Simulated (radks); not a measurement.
The numbers below are computed, except where a source is named.
Task: The mean radii <r> (bohr) of the occupied orbitals of an atom or ion are listed with their occupations. Code: a radial shooting solver on a logarithmic mesh with Libxc functionals. Model: Dirac Kohn-Sham, PBE, spin-unpolarised, spherical densities, finite nucleus; Fermi nuclear charge, rms radius of each element as measured or else 0.836 A^(1/3) + 0.57 fm.

orbital  occ.      <r>
1s1/2       2  0.03111
2s1/2       2   0.1334
2p1/2       2   0.1132
2p3/2       4   0.1181
3s1/2       2   0.3368
3p1/2       2   0.3234
3p3/2       4   0.3315
3d3/2     0.4   0.2928
3d5/2     0.6   0.2953

Name the element and its charge. Open shells, if any, are shared by 2j + 1.

Result: Z = 47, silver, charge +28: Ag28+ in [Ar] 3d1. The 1s radius gives Z: for a bare nucleus <r> = (2 gamma + 1)/(2Z) with gamma = sqrt(1 - (Z/c)^2), 0.03062 bohr for Z = 47, and screening makes it slightly larger (0.03111 here). The occupations add up to 19, and the charge is Z minus that.
